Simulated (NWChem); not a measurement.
Program: NWChem. System: dimethyl selenide (C$_{2}$H$_{6}$Se), charge 0, spin multiplicity 1, at a geometry optimised with B3LYP/def2-SVP. Level: RHF/def2-TZVP.

Job file:

```
start mol
memory heap 200 mb stack 900 mb global 1100 mb
geometry units angstroms nocenter noautoz
  C     -1.472567     0.000000     0.821563
  Se     0.000000     0.000000    -0.474919
  C      1.472567     0.000000     0.821563
  H     -1.437984     0.901292     1.450241
  H     -2.407505     0.000000     0.243766
  H     -1.437984    -0.901292     1.450241
  H      1.437984     0.901292     1.450241
  H      2.407505     0.000000     0.243766
  H      1.437984    -0.901292     1.450241
  symmetry group C2v
end
basis spherical
  * library def2-tzvp
end
scf
  rhf
  nopen 0
  maxiter 100
  thresh 1e-7
  semidirect memsize 60000000 filesize 0
end
task scf energy
```

Part of the output:

```
             Northwest Computational Chemistry Package (NWChem) 7.3.0
             --------------------------------------------------------

                                NWChem Input Module
                                -------------------

 Scaling coordinates for geometry "geometry" by  1.889725989
 (inverse scale =  0.529177249)

 Turning off AUTOSYM since
 SYMMETRY directive was detected!

                             Geometry "geometry" -> ""
                             -------------------------

 Output coordinates in angstroms (scale by  1.889725989 to convert to a.u.)

  No.       Tag          Charge          X              Y              Z
 ---- ---------------- ---------- -------------- -------------- --------------
    1 C                    6.0000    -1.47256700     0.00000000     0.82156300
    2 Se                  34.0000     0.00000000     0.00000000    -0.47491900
    3 C                    6.0000     1.47256700     0.00000000     0.82156300
    4 H                    1.0000    -1.43798400     0.90129200     1.45024100
    5 H                    1.0000    -2.40750500     0.00000000     0.24376600
    6 H                    1.0000    -1.43798400    -0.90129200     1.45024100
    7 H                    1.0000     1.43798400     0.90129200     1.45024100
    8 H                    1.0000     2.40750500     0.00000000     0.24376600
    9 H                    1.0000     1.43798400    -0.90129200     1.45024100

 Effective nuclear repulsion energy (a.u.)     184.9793405261

            Nuclear Dipole moment (a.u.)
            ----------------------------
        X                 Y               Z
 ---------------- ---------------- ----------------
     0.0000000000     0.0000000000     0.0000113384

      Symmetry information
      --------------------

 Group name             C2v
 Group number             16
 Group order               4
 No. of unique centers     4

      Symmetry unique atoms

     1    2    4    5


 Summary of "ao basis" -> "" (spherical)
 ------------------------------------------------------------------------------
       Tag                 Description            Shells   Functions and Types
[...]
              MO Center=  3.8D-13,  2.1D-14, -1.2D-02, r^2= 7.8D+00
   Bfn.  Coefficient  Atom+Function         Bfn.  Coefficient  Atom+Function
  ----- ------------  ---------------      ----- ------------  ---------------
     5      3.490817  1 C  s                 84     -3.490817  3 C  s
    50      1.739584  2 Se px               119     -0.934816  5 H  s
   137      0.934816  8 H  s                113     -0.912941  4 H  s
   125     -0.912941  6 H  s                131      0.912941  7 H  s
   143      0.912941  9 H  s                 14     -0.395847  1 C  pz

 Vector   28  Occ=0.000000D+00  E= 1.365363D-01  Symmetry=a1
              MO Center= -1.4D-14,  8.6D-16,  1.4D+00, r^2= 8.1D+00
   Bfn.  Coefficient  Atom+Function         Bfn.  Coefficient  Atom+Function
  ----- ------------  ---------------      ----- ------------  ---------------
     5      3.239951  1 C  s                 84      3.239951  3 C  s
   113     -1.488099  4 H  s                125     -1.488099  6 H  s
   131     -1.488099  7 H  s                143     -1.488099  9 H  s
   119     -1.177316  5 H  s                137     -1.177316  8 H  s
    37     -0.537681  2 Se s                  4     -0.337673  1 C  s

 Vector   29  Occ=0.000000D+00  E= 1.739525D-01  Symmetry=a1
              MO Center=  1.8D-14, -4.7D-16, -4.0D-01, r^2= 6.5D+00
   Bfn.  Coefficient  Atom+Function         Bfn.  Coefficient  Atom+Function
  ----- ------------  ---------------      ----- ------------  ---------------
    37      1.883846  2 Se s                 52      1.314744  2 Se pz
    12     -0.945043  1 C  px                91      0.945043  3 C  px
   119     -0.669145  5 H  s                137     -0.669145  8 H  s
    14      0.311075  1 C  pz                93      0.311075  3 C  pz
     4     -0.187484  1 C  s                 83     -0.187484  3 C  s

 center of mass
 --------------
 x =   0.00000000 y =   0.00000000 z =  -0.19813045

 moments of inertia (a.u.)
 ------------------
         159.535007614857           0.000000000000           0.000000000000
           0.000000000000         405.177572991903           0.000000000000
           0.000000000000           0.000000000000         269.031143388803

  Mulliken analysis of the total density
  --------------------------------------

    Atom       Charge   Shell Charges
 -----------   ------   -------------------------------------------------------
    1 C    6     6.38   0.85  1.12  0.47  0.73  0.04  1.20  1.47  0.41  0.02  0.06  0.00
    2 Se  34    34.00   2.00  2.00  1.16  0.78  0.96  0.89  6.00  5.93  0.96  2.21  0.97  8.97  1.04  0.03  0.08  0.02
    3 C    6     6.38   0.85  1.12  0.47  0.73  0.04  1.20  1.47  0.41  0.02  0.06  0.00
    4 H    1     0.87   0.26  0.48  0.11  0.02
    5 H    1     0.87   0.26  0.48  0.10  0.02
    6 H    1     0.87   0.26  0.48  0.11  0.02
    7 H    1     0.87   0.26  0.48  0.11  0.02
    8 H    1     0.87   0.26  0.48  0.10  0.02
    9 H    1     0.87   0.26  0.48  0.11  0.02

       Multipole analysis of the density wrt the origin
       ------------------------------------------------

     L   x y z        total         open         nuclear
     -   - - -        -----         ----         -------
     0   0 0 0      0.000000      0.000000     52.000000

     1   1 0 0     -0.000000      0.000000      0.000000
     1   0 1 0      0.000000      0.000000      0.000000
     1   0 0 1      0.660293      0.000000      0.000011

     2   2 0 0    -21.864963      0.000000    163.857555
     2   1 1 0      0.000000      0.000000      0.000000
     2   1 0 1      0.000000      0.000000     -0.000000
     2   0 2 0    -25.842485      0.000000     11.603492
     2   0 1 1      0.000000      0.000000      0.000000
     2   0 0 2    -24.583090      0.000000     86.776372

 Task  times  cpu:        7.5s     wall:        7.5s

 Total times  cpu:        7.6s     wall:        7.6s
```
